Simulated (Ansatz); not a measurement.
Ansatz (a first-principles code) input (B3LYP-D3(BJ)/def2-TZVP):

Ansatz 0.2 input:
```yaml
crystal:
  periodic: [false, false, false]
  atoms:
    - {symbol: Cs, position_ang: [-0.00000000, -0.00000000, -0.52534792]}
    - {symbol: F, position_ang: [0.00000000, 0.00000000, 3.21045949]}
basis:
  gaussian:
    orbitals: def2-TZVP
hamiltonian:
  xc: b3lyp
  dispersion: d3bj
total_charge: 1
magnetization: {spin_polarized: true, initial_magnetization: 1}
phonons: {temperatures: {t_min: 298.15, t_max: 298.15, t_step: 100}}
```

Output:

```
Functional definition: B3LYP
integrals: 0.01 GiB planned
474 factors; their error is unknown
mean field: 0.17 GiB planned
mean field evaluation 1: about -3221.7489 eV, gradient 9.4e1 eV
mean field evaluation 2: about -2860.8860 eV, gradient 1.7e2 eV
mean field evaluation 4: about -2991.3201 eV, gradient 1.5e2 eV
mean field evaluation 8: about -3259.2017 eV, gradient 1.9e0 eV
mean field evaluation 16: about -3259.2285 eV, gradient 1.7e-5 eV
mean field evaluation 32: about -3259.2285 eV, gradient 1.2e-7 eV
mean field -3259.22853040 eV, -119.7744393078 hartree, gradient 1.2e-7 eV, S^2 0.751592; 1 other end points of the search recorded, 0 dependent functions left out
the calculation of the forces begins
reference -3259.22874642 eV, -119.7744472464 hartree; 9, 8 occupied and 51, 52 virtual orbitals, 474 factors
these checks for a lower state are left out or cut short: stability, starts, cluster_reference, orbital_swaps, neighbouring_geometries, increment
integrals: 0.01 GiB planned
474 factors; their error is unknown
mean field: 0.17 GiB planned
mean field -3259.22853037 eV, -119.7744393068 hartree, gradient 3.8e-7 eV, S^2 0.751592; 0 other end points of the search recorded, 0 dependent functions left out
the calculation of the forces begins
reference -3259.22874640 eV, -119.7744472455 hartree; 9, 8 occupied and 51, 52 virtual orbitals, 474 factors
these checks for a lower state are left out or cut short: stability, starts, cluster_reference, orbital_swaps, neighbouring_geometries, increment
integrals: 0.01 GiB planned
474 factors; their error is unknown
mean field: 0.17 GiB planned
mean field -3259.22853037 eV, -119.7744393068 hartree, gradient 3.8e-7 eV, S^2 0.751592; 0 other end points of the search recorded, 0 dependent functions left out
the calculation of the forces begins
reference -3259.22874640 eV, -119.7744472455 hartree; 9, 8 occupied and 51, 52 virtual orbitals, 474 factors
these checks for a lower state are left out or cut short: stability, starts, cluster_reference, orbital_swaps, neighbouring_geometries, increment
integrals: 0.01 GiB planned
474 factors; their error is unknown
mean field: 0.17 GiB planned
mean field -3259.22853037 eV, -119.7744393068 hartree, gradient 9.1e-8 eV, S^2 0.751592; 0 other end points of the search recorded, 0 dependent functions left out
the calculation of the forces begins
reference -3259.22874640 eV, -119.7744472455 hartree; 9, 8 occupied and 51, 52 virtual orbitals, 474 factors
these checks for a lower state are left out or cut short: stability, starts, cluster_reference, orbital_swaps, neighbouring_geometries, increment
integrals: 0.01 GiB planned
474 factors; their error is unknown
mean field: 0.17 GiB planned
mean field -3259.22853037 eV, -119.7744393068 hartree, gradient 9.1e-8 eV, S^2 0.751592; 0 other end points of the search recorded, 0 dependent functions left out
the calculation of the forces begins
reference -3259.22874640 eV, -119.7744472455 hartree; 9, 8 occupied and 51, 52 virtual orbitals, 474 factors
these checks for a lower state are left out or cut short: stability, starts, cluster_reference, orbital_swaps, neighbouring_geometries, increment
integrals: 0.01 GiB planned
474 factors; their error is unknown
mean field: 0.17 GiB planned
mean field -3259.22860656 eV, -119.7744421065 hartree, gradient 2.0e-6 eV, S^2 0.751592; 0 other end points of the search recorded, 0 dependent functions left out
the calculation of the forces begins
reference -3259.22882255 eV, -119.7744500439 hartree; 9, 8 occupied and 51, 52 virtual orbitals, 474 factors
these checks for a lower state are left out or cut short: stability, starts, cluster_reference, orbital_swaps, neighbouring_geometries, increment
integrals: 0.01 GiB planned
474 factors; their error is unknown
mean field: 0.17 GiB planned
mean field evaluation 64: about -3259.2150 eV, gradient 3.4e-2 eV
mean field -3259.22845404 eV, -119.7744365018 hartree, gradient 2.0e-6 eV, S^2 0.751592; 0 other end points of the search recorded, 0 dependent functions left out
the calculation of the forces begins
reference -3259.22867010 eV, -119.7744444416 hartree; 9, 8 occupied and 51, 52 virtual orbitals, 474 factors
these checks for a lower state are left out or cut short: stability, starts, cluster_reference, orbital_swaps, neighbouring_geometries, increment
integrals: 0.01 GiB planned
474 factors; their error is unknown
mean field: 0.17 GiB planned
mean field -3259.22853037 eV, -119.7744393068 hartree, gradient 3.8e-7 eV, S^2 0.751592; 0 other end points of the search recorded, 0 dependent functions left out
the calculation of the forces begins
reference -3259.22874640 eV, -119.7744472455 hartree; 9, 8 occupied and 51, 52 virtual orbitals, 474 factors
these checks for a lower state are left out or cut short: stability, starts, cluster_reference, orbital_swaps, neighbouring_geometries, increment
integrals: 0.01 GiB planned
474 factors; their error is unknown
mean field: 0.17 GiB planned
mean field -3259.22853037 eV, -119.7744393068 hartree, gradient 3.8e-7 eV, S^2 0.751592; 0 other end points of the search recorded, 0 dependent functions left out
the calculation of the forces begins
reference -3259.22874640 eV, -119.7744472455 hartree; 9, 8 occupied and 51, 52 virtual orbitals, 474 factors
these checks for a lower state are left out or cut short: stability, starts, cluster_reference, orbital_swaps, neighbouring_geometries, increment
integrals: 0.01 GiB planned
474 factors; their error is unknown
mean field: 0.17 GiB planned
mean field -3259.22853037 eV, -119.7744393068 hartree, gradient 9.1e-8 eV, S^2 0.751592; 0 other end points of the search recorded, 0 dependent functions left out
the calculation of the forces begins
reference -3259.22874640 eV, -119.7744472455 hartree; 9, 8 occupied and 51, 52 virtual orbitals, 474 factors
these checks for a lower state are left out or cut short: stability, starts, cluster_reference, orbital_swaps, neighbouring_geometries, increment
integrals: 0.01 GiB planned
474 factors; their error is unknown
mean field: 0.17 GiB planned
mean field -3259.22853037 eV, -119.7744393068 hartree, gradient 9.1e-8 eV, S^2 0.751592; 0 other end points of the search recorded, 0 dependent functions left out
the calculation of the forces begins
reference -3259.22874640 eV, -119.7744472455 hartree; 9, 8 occupied and 51, 52 virtual orbitals, 474 factors
these checks for a lower state are left out or cut short: stability, starts, cluster_reference, orbital_swaps, neighbouring_geometries, increment
integrals: 0.01 GiB planned
474 factors; their error is unknown
mean field: 0.17 GiB planned
mean field evaluation 96: about -3259.2285 eV, gradient 4.1e-3 eV
mean field -3259.22845404 eV, -119.7744365018 hartree, gradient 2.0e-6 eV, S^2 0.751592; 0 other end points of the search recorded, 0 dependent functions left out
the calculation of the forces begins
reference -3259.22867010 eV, -119.7744444416 hartree; 9, 8 occupied and 51, 52 virtual orbitals, 474 factors
these checks for a lower state are left out or cut short: stability, starts, cluster_reference, orbital_swaps, neighbouring_geometries, increment
integrals: 0.01 GiB planned
474 factors; their error is unknown
mean field: 0.17 GiB planned
mean field -3259.22860656 eV, -119.7744421065 hartree, gradient 2.0e-6 eV, S^2 0.751592; 0 other end points of the search recorded, 0 dependent functions left out
the calculation of the forces begins
reference -3259.22882255 eV, -119.7744500439 hartree; 9, 8 occupied and 51, 52 virtual orbitals, 474 factors
Total energy: -3259.25966973 eV, -119.7755836569 hartree
Atom 0 at    -0.000000    -0.000000    -0.525348 Å, force    -0.000000     0.000000     0.000498 eV/Å
Atom 1 at     0.000000     0.000000     3.210459 Å, force     0.000000    -0.000000    -0.000498 eV/Å
Dipole moment:     0.000000    -0.000000    -0.482669 e Å
Vibrations: 26.32 cm⁻¹, zero-point energy 0.001631 eV
```
